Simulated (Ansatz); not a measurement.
`[GaH2][AsH2]` + CH₃OH → `CO[AsH2]` + `[GaH3]` at 298.15 K and 1 bar (cleavage of the As–Ga bond).

Gas-phase electronic energies from Ansatz, PBE0-D4/def2-TZVP geometries. CCSD(T)/CBS is the MP2 limit (def2-TZVPP, def2-QZVPP) plus CCSD(T) − MP2 in def2-TZVPP, frozen cores. This one scheme is used for every species. For As, Ga outer-core shells are correlated without core-valence functions, which leaves a few kJ/mol of doubt a bond. Scalar relativity is left out up to krypton.

```csv
species,CCSD(T)/CBS energy (Eh),H − E (kJ/mol),S (J/(mol·K))
`[GaH2][AsH2]`,-4161.33979,90.7,303.5
CH₃OH,-115.61712,146.3,238.2
`CO[AsH2]`,-2351.21577,166.5,295.9
`[GaH3]`,-1925.70545,59.6,218.4
```

H − E and S are ideal-gas, rigid-rotor, harmonic terms from PBE0-D4/def2-TZVP. 1 Eh = 2625.50 kJ/mol, R = 8.31446 J/(mol·K).

Problem. By hand: ΔE, ΔH, ΔS and ΔG.

Solution. ΔE = (-2351.21577) + (-1925.70545) − (-4161.33979) − (-115.61712) = 0.03569 Eh = 93.7 kJ/mol. Δ(H − E) = 166.5 + 59.6 − 90.7 − 146.3 = -10.9, so ΔH = 82.8 kJ/mol. ΔS = 295.9 + 218.4 − 303.5 − 238.2 = -27.4 J/(mol·K). ΔG = 82.8 − 298.15 × (-27.4)/1000 = 91.0 kJ/mol.

Problem. By hand: the equilibrium constant, and the temperature at which ΔG would vanish if ΔH and ΔS stayed fixed.

Solution. log₁₀ K = −ΔG/(RT ln 10) = -15.9. ΔH and −TΔS have one sign here, so there is no such temperature.

ΔH outweighs TΔS. A doubt of 5 kJ/mol in ΔE shifts log₁₀ K by 0.9 here. These are equilibria of isolated gas molecules and say nothing of rates. Largest T1 diagnostic: 0.013 (customary marks: 0.02 for closed shells, 0.045 for open ones).
